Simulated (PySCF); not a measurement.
CClF5Si, SMILES FC(F)(F)[Si](F)(F)Cl, singlet at its PBE0/def2-SVP optimised geometry (Å):

```
8

F     -0.7461    -0.9171     2.6864
C     -1.1534    -1.5979     1.6124
F     -0.6811    -2.8427     1.7112
F     -2.4868    -1.6596     1.6463
Si    -0.5468    -0.7586     0.0000
F      1.0523    -0.7586     0.0000
F     -1.0523     0.7586     0.0000
Cl    -1.2475    -1.7338    -1.6222
```

Method: PBE0/def2-TZVP (PySCF). Cells within 0.4 Å of a nucleus heavier than hydrogen are left out (blank, or x).

Map of the Laplacian of the electron density (e/bohr⁵), clipped to [-1.50, 1.50] on the plane z = 0.0 Å:

```
|2222222222222222222222222222222|
|2222222222222222222222222222222|
|2222222222222222222222222222222|
|2222222222222222222222222222222|
|2222222222222222222222222222222|
|2222222222222222222222222222222|
|2222222222222222222222222222222|
|2222222222222222222222222222222|
|2222222233443322222222222222222|
|2222222346776432222222222222222|
|2222222368108632222222222222222|
|222222348xxxx843222222222222222|
|222222348xxxx743222222222222222|
|2222222473xx2643222222222222222|
|2222222357545433223333222222222|
|2222222234444433334554322222222|
|2222222223389994347778532222222|
|222222222269xx99352xx4742222222|
|22222222239xxxx944xxxx843222222|
|222222222299xxx945xxxx843222222|
|2222222222499996356008632222222|
|2222222222247953346776432222222|
|2222222222222222233443322222222|
|2222222222222222222222222222222|
|2222222222222222222222222222222|
|2222222222222222222222222222222|
|2222222222222222222222222222222|
|2222222222222222222222222222222|
|2222222222222222222222222222222|
|2222222222222222222222222222222|
|2222222222222222222222222222222|
```
Scale: ten equal steps from -0.485 (start of '0') to 1.50 (end of '9'), in the order '0123456789'; x runs from -3.50 to 3.50, y from -3.50 (bottom) to 3.50 (top).
